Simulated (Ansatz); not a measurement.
`C#[C][SnH2][O]C` → `C#[C][SnH3]` + `C=O` at 600 K and 1 bar (β-hydride elimination).

Gas-phase electronic energies from Ansatz, PBE0-D4/def2-TZVP geometries. CBS: MP2 limit from def2 TZ/QZ plus the TZ coupled-cluster correction, frozen cores. This one scheme is used for every species. Elements past krypton have def2 core potentials. For Sn outer-core shells are correlated without core-valence functions, which leaves a few kJ/mol of doubt a bond. One conformer a species, not always the lowest.

```csv
species,CCSD(T)/CBS energy (Eh),H − E (kJ/mol),S (J/(mol·K))
`C#[C][SnH2][O]C`,-406.88720,261.2,478.2
`C#[C][SnH3]`,-292.44374,147.3,362.3
`C=O`,-114.39408,92.5,246.7
```

H − E and S are ideal-gas, rigid-rotor, harmonic terms from PBE0-D4/def2-TZVP, for one conformer and one mirror image of each species. 1 Eh = 2625.50 kJ/mol, R = 8.31446 J/(mol·K).

By hand: ΔE, ΔH, ΔS and ΔG.

ΔE = (-292.44374) + (-114.39408) − (-406.88720) = 0.04938 Eh = 129.6 kJ/mol. Δ(H − E) = 147.3 + 92.5 − 261.2 = -21.4, so ΔH = 108.2 kJ/mol. ΔS = 362.3 + 246.7 − 478.2 = 130.8 J/(mol·K). ΔG = 108.2 − 600 × (130.8)/1000 = 29.7 kJ/mol.

By hand: the equilibrium constant, and the temperature at which ΔG would vanish if ΔH and ΔS stayed fixed.

log₁₀ K = −ΔG/(RT ln 10) = -2.6. ΔG = 0 at ΔH/ΔS = 827 K.

The number of gas molecules changes by +1, which sets the sign of ΔS. A doubt of 5 kJ/mol in ΔE shifts log₁₀ K by 0.4 here. Other conformers and mirror images would add mixing entropy, several J/(mol·K) or more a flexible species. Modes under 60 cm⁻¹, often nearly free rotors, make the harmonic entropy too high. These are equilibria of isolated gas molecules and say nothing of rates. Largest T1 diagnostic: 0.015 (customary marks: 0.02 for closed shells, 0.045 for open ones).
